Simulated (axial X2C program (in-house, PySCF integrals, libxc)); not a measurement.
BaSi: from the spin-free to the two-component result

Calculated with an in-house relativistic program for diatomic molecules. Spin-free means the one-electron spin-free X2C Hamiltonian; two-component (2c) means X2C with spin–orbit coupling and atomic mean-field two-electron Coulomb and Gaunt terms, so the difference of the two also holds small scalar two-electron terms. Basis: Ba dyall-cv3z [14s14p9d5f1g], Si dyall-v3z [8s7p2d1f] (cores contracted in-house); Gaussian nuclei, density fitting, unrestricted open shells. Masses: Ba 137.905 u, Si 27.977 u.

Spin-free state: M_S = 1, Λ = 0 (beyond evenly filled blocks: π+α, π-α); fragments Ba + Si.

| level | Re (Å) | ωe (cm⁻¹) | De (eV) | μ (D) |
| --- | --- | --- | --- | --- |
| PBE0 | 3.031 | 220.2 | 2.010 | -4.35 |
| HF | 3.180 | 201.2 | 1.641 | -4.43 |
| CCSD | 3.093 | 213.9 | 1.568 | n/a |
| CCSD(T) | 3.082 | 215.9 | 1.569 | n/a |
| PBEsol | 2.988 | 229.4 | 2.260 | -4.95 |

Correlated methods: 14 electrons correlated (number of frozen shells: Ba 4 s, 3 p, 2 d; Si 2 s, 1 p), 266 virtual spin orbitals or spinors in MP2, 90 natural virtuals in coupled cluster.

Dipoles are positive if Si is the positive end.

Two-component determinant lowest at the distance of the search:

Ω = 1 (⟨Sz⟩ = 1.00, ⟨Lz⟩ = 0.00 at HF); fragments Ba + Si.

```csv
level,Re (Å),ωe (cm⁻¹),De (eV),μ (D)
PBE0,3.030,220.3,2.012,-4.34
HF,3.179,201.2,1.638,-4.42
CCSD,3.092,214.0,1.576,n/a
CCSD(T),3.082,216.0,1.573,n/a
PBEsol,2.987,229.7,2.264,-4.95
```

Task: From the two tables, how do the constants change at the CCSD(T) level (2c against spin-free)?

Result: At the CCSD(T) level Re is unchanged within 0.001 Å and ωe is unchanged to within 0.2 cm⁻¹; De is not compared, since the atomic limits differ or miss part of their spin–orbit lowering.

The state is a single determinant with fixed occupations, the lowest that a limited PBE0 search found. De is counted from the lowest determinant-based energies of the atoms at the same level, without counterpoise correction. Density functionals use the spin component along the axis (collinear). Coupled cluster ran in a truncated set of natural virtual spinors; the MP2 energy of the rest was added. (T) has no such correction and the atoms are truncated less, which lowers De at CCSD(T) by a hundredth of an eV or more. The 2c atoms are single determinants rather than J levels; their spin–orbit lowering is only partly caught, and De is too large by that part. This holds for PBE0, CCSD, CCSD(T), PBEsol. Other states lie close and PBE0, whose exact exchange favours high spin, may order them wrongly; the determinant shown need not be the ground state. The nearest other spin-free determinant of the search, M_S = 2, Λ = 0, lies 0.12 eV up at the distance of the search. Without a current term, density functionals place determinants with orbital angular momentum somewhat too high. With several unpaired electrons one determinant need not be a pure state. Open-shell Ω = 0 determinants with evenly filled partner blocks cannot be reached by this program, so the Ω shown need not be the lowest component. This is the Ω = 1 component of a π² triplet; the 0⁺ component is not one determinant and can lie lowest. The determinant is spin-polarised beyond a pure state at some levels (its spin-free form has ⟨S²⟩ too high), which makes Re and μ there less reliable.
